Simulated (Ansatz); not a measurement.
`BO[SiH](C)C` and `B[SiH](C)C` differ in one atom or group.

Ansatz, PBE0-D4/def2-TZVP geometries, multiplicity 1. Each molecule was computed in one conformer, which needn't be the lowest.

```json
{"property": "HOMO–LUMO gap (B3LYP/def2-TZVPP) / eV", "`BO[SiH](C)C`": "7.19"}
{"property": "HOMO energy (ωB97M-V/def2-TZVPP) / eV", "`BO[SiH](C)C`": "-10.43"}
{"property": "HOMO energy (PBE/def2-TZVPP) / eV", "`BO[SiH](C)C`": "-6.63"}
{"property": "size of the dipole moment (PBE/def2-TZVPP) / D", "`BO[SiH](C)C`": "1.84"}
{"property": "LUMO energy (B3LYP/def2-TZVPP) / eV", "`BO[SiH](C)C`": "-0.70"}
{"property": "HOMO energy (B3LYP/def2-TZVPP) / eV", "`BO[SiH](C)C`": "-7.89"}
```

(1) What does the change do to each property? (Best estimate.)

Results:

(1) Ansatz gave: 
```
                                      property  `B[SiH](C)C`  shift
         HOMO–LUMO gap (B3LYP/def2-TZVPP) / eV          5.23  -1.96
         HOMO energy (ωB97M-V/def2-TZVPP) / eV         -9.96   0.47
             HOMO energy (PBE/def2-TZVPP) / eV         -6.56   0.07
size of the dipole moment (PBE/def2-TZVPP) / D          0.83  -1.01
           LUMO energy (B3LYP/def2-TZVPP) / eV         -2.38  -1.68
           HOMO energy (B3LYP/def2-TZVPP) / eV         -7.61   0.28
```

With PBE0 the HOMO rises by 0.30 eV and the LUMO falls by 1.73 eV, so the gap narrows by about 2.03 eV. PBE moves the HOMO by 0.07 eV and ωB97M-V by 0.47 eV. Dipoles are sizes alone; their direction can turn.

B3LYP here is the variant with VWN-RPA as its local correlation; programs differ in this.
